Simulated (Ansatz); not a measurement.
Born–Oppenheimer molecular dynamics of BH6O2Si (10 atoms, charge 0, multiplicity 2). It starts at the highest image of a converged band. Of that band: A vibrational analysis at the climbing image gives 2 clearly imaginary modes (65i, 44i cm⁻¹): a point of higher order. A lower path may pass nearby, or the ends, which weren't checked, may share the extra mode.

Computed with UKS PBE0/def2-SVP in Ansatz.

```
ensemble                      : NVE (velocity Verlet)
time step                     : 0.5 fs
steps asked                   : 200
starting velocities drawn for : 100 K
seed                          : 5830
```

First frame:

```xyz
10
Properties=species:S:1:pos:R:3
B -0.183 -0.663 -1.024
H -0.516 -0.437 2.200
O 1.066 -0.350 -0.623
H 1.696 -1.051 -0.812
O -1.205 0.192 -0.833
H -2.043 -0.147 -1.158
Si 0.092 0.045 3.472
H -0.563 -0.642 4.625
H 1.553 -0.262 3.489
H -0.107 1.519 3.599
```

(1) How far do the bonds stretch over the last three quarters of this one trajectory? (Pairs bonded in most of those frames.)

## Answers

(1) 
```csv
bond,mean (Å),spread (Å),shortest,longest
B1–O3,1.349,0.003,1.34,1.35
B1–O5,1.347,0.005,1.34,1.36
H2–Si7,1.491,0.008,1.48,1.50
O3–H4,0.961,0.003,0.96,0.97
O5–H6,0.961,0.001,0.96,0.96
Si7–H8,1.497,0.012,1.48,1.52
Si7–H9,1.494,0.012,1.47,1.51
Si7–H10,1.495,0.021,1.46,1.52
```

Mean temperature of the second half: 110 K. The conserved energy stayed within 0.025 meV per atom of its start (net change 0.02 meV per atom), so the integration is sound. A run of 0.1 ps of so small a system gives no equilibrium averages.

Run time: 3.6 min on 4 threads of Arm Neoverse V2, on a shared host, peak memory 0.23 GiB.
